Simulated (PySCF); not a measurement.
# Field gradients at the hydrogen positions

Compound: C₉H₁₄F₂.
SMILES with atom numbers: `[F:1][C@@H:2]1[C@@H:3]2[CH2:4][CH2:5][CH2:6][C@H:7]1[C@@H:8]([F:9])[CH2:10][CH2:11]2` (hydrogens: H12 on C2; H13 on C3; H14, H15 on C4; H16, H17 on C5; H18, H19 on C6; H20 on C7; H21 on C8; H22, H23 on C10; H24, H25 on C11)

Cartesian coordinates in Å at the PBE0-D3(BJ)/def2-SVP level; atoms count from 1:
```xyz
25
C9H14F2 angstrom
F     -0.9705   -0.4780    2.4375
C      0.0776   -0.2933    1.5564
C      0.1781    1.1705    1.1538
C     -1.1459    1.6172    0.5244
C     -1.6089    0.7488   -0.6471
C     -1.4536   -0.7494   -0.3752
C     -0.1431   -1.1449    0.3146
C      1.1081   -1.0362   -0.5548
F      0.9305   -1.7749   -1.7070
C      1.4823    0.3881   -0.9268
C      1.4251    1.3336    0.2744
H      0.9983   -0.6072    2.0817
H      0.3348    1.7652    2.0690
H     -1.0720    2.6722    0.2139
H     -1.9078    1.5789    1.3196
H     -1.0670    1.0265   -1.5627
H     -2.6671    0.9664   -0.8637
H     -2.2687   -1.0793    0.2880
H     -1.5540   -1.3228   -1.3090
H     -0.2254   -2.1997    0.6247
H      1.9460   -1.5013   -0.0024
H      2.4916    0.3929   -1.3674
H      0.8023    0.7176   -1.7235
H      1.5062    2.3771   -0.0682
H      2.3111    1.1559    0.9092
```

Level: PBE0/pcSseg-1 (PySCF, non-relativistic); Q(2H) = 0.00286 b; rigid geometry, the same for H and D, with no vibrational averaging.

Question: Rank these positions by the coupling χzz of a deuteron there, largest first.
A. H14 (methylene hydrogen)
B. H12 (methine hydrogen)
C. H20 (methine hydrogen)

Answer: A (194 kHz), C (189 kHz), B (181 kHz).

Q: Tabulate Vzz, the asymmetry η and χzz = 234.96 MHz × Q × Vzz for every hydrogen position.

A: 
```csv
atom,bonded to,bond length (Å),Vzz (au),η,χzz (kHz)
H12,C2,1.106,0.2698,0.08,181
H13,C3,1.103,0.2820,0.01,190
H14,C4,1.102,0.2881,0.03,194
H15,C4,1.102,0.2837,0.03,191
H16,C5,1.100,0.2909,0.00,195
H17,C5,1.102,0.2879,0.02,193
H18,C6,1.101,0.2851,0.04,192
H19,C6,1.100,0.2877,0.03,193
H20,C7,1.103,0.2809,0.02,189
H21,C8,1.106,0.2677,0.07,180
H22,C10,1.101,0.2872,0.02,193
H23,C10,1.098,0.2906,0.01,195
H24,C11,1.101,0.2883,0.02,194
H25,C11,1.104,0.2817,0.02,189
```

Q: How does χzz go with the bond length over the 14 C–H bonds?

A: A straight-line fit has a slope of -19.8 kHz for each 0.01 Å, with a correlation coefficient of -0.90, over lengths from 1.098 to 1.106 Å. The longer bonds have the smaller couplings here.

Isolated species at its PBE0-D3(BJ)/def2-SVP geometry, gas phase. The small basis limits the accuracy of the gradients.
